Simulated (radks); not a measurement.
Effect of the nuclear size on the barium ion Ba13+, [Kr] 4d7. All-electron calculation, Dirac Kohn-Sham, relativistic LDA (MacDonald-Vosko exchange, VWN5 correlation), spin-unpolarised, spherical densities, finite nucleus; open shells are shared between the two j in proportion to 2j + 1; Fermi nuclear charge, rms radius 4.8378 fm. Program: a radial shooting solver on a logarithmic mesh with Libxc functionals. The rms radius is varied about that value; shifts are against it.

rms radius (fm)	total energy shift (eV)	density at nucleus (e/bohr^3)	1s1/2 shift (meV)	2s1/2 shift (meV)	4s1/2 shift (meV)	4p1/2 shift (meV)	4d5/2 shift (meV)	5s1/2 (empty) shift (meV)	5p1/2 (empty) shift (meV)
4.2766	-1.81	3.264e+05	-750	-90.4	-4.36	0.188	0.227	-1.32	0.043
4.4024	-1.42	3.246e+05	-589	-70.9	-3.42	0.147	0.178	-1.04	0.033
4.8378	0	3.187e+05	0.000	0.000	0.000	0.000	0.000	0.000	0.000
5.2587	1.48	3.136e+05	611	73.7	3.56	-0.153	-0.185	1.08	-0.035
5.8392	3.67	3.073e+05	1520	183	8.85	-0.380	-0.460	2.68	-0.086

Slopes of the eigenvalues against <r^2> in GHz/fm^2, as finite differences over the two radii next to the reference (eigenvalue slopes, not the field-shift constants of lines): 1s1/2 35100, 2s1/2 4230, 4s1/2 204, 4p1/2 -8.77, 4d5/2 -10.6, 5s1/2 (empty) 61.9, 5p1/2 (empty) -1.99.
